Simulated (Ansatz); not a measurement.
NiS₂ was relaxed with PBE0-D4 (def2-TZVP) in Ansatz in these states: neutral quintet, neutral triplet. The geometries follow in no particular order.

A:

```tsv
atom	x (Å)	y (Å)	z (Å)
Ni1	-0.562	-1.187	-0.512
S2	1.151	0.349	-0.133
S3	-0.589	0.837	0.645
```

B:

Cartesian coordinates in Å:
```
Ni -0.307 -1.214 -0.147
S -0.252 0.596 1.006
S 0.558 0.617 -0.859
```

Q: Judge from the bond lengths which geometry belongs to which state (an estimate).

A: A is the neutral quintet (Ni1–S2 2.332 Å, Ni1–S3 2.332 Å, S2–S3 1.968 Å); B is the neutral triplet (Ni1–S2 2.146 Å, Ni1–S3 2.146 Å, S2–S3 2.033 Å).

At PBE0-D4/def2-TZVP a triplet lies 1.01 eV below the neutral quintet. These are the stationary points nearest to one start from a short search; other shapes may lie lower in each state.
